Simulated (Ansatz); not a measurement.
Ansatz (a quantum-chemistry and plane-wave program) input:

Ansatz 0.2 input:
```yaml
crystal:
  periodic: [false, false, false]
  atoms:
    - {symbol: Mg, position_ang: [-0.00000000, -0.00000000, -1.24137164]}
    - {symbol: Cl, position_ang: [0.00000000, 0.00000000, 0.87626233]}
basis:
  gaussian:
    orbitals: def2-TZVP
hamiltonian:
  xc: {name: wB97X-V}
total_charge: 1
relax: {f_tol: 0.003, max_steps: 100}
```

**Question.** Which total energy does the run end on?

**Answer.** -659.94670 Eh (wB97X-V/def2-TZVP). The basis has 69 functions.
